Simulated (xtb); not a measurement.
C2H3Cl3F2Si2, SMILES F[SiH](F)/C=C/[Si](Cl)(Cl)Cl. All values are semi-empirical tight-binding results from xtb (GFN2-xTB unless named), good for trends rather than for accurate numbers. Coordinates come from a GFN2-xTB optimisation. The structure was generated by enumeration; whether it is a known compound was not checked. The values are those of a single conformer.

| Quantity | Result |
|---|---|
| orbital gap | 3.58 eV |
| dipole moment | 1.88 D |
| zero-point energy | 31.9 kcal/mol |
| G − E(el) at 298.15 K (modified RRHO) | 5.7 kcal/mol |
| static polarisability (D4 model) | 126.7 bohr³ |
| solvation energy, GFN2-xTB/ALPB(water) | -0.8 kcal/mol |
| solvation energy, GFN2-xTB/ALPB(toluene) | -4.8 kcal/mol |
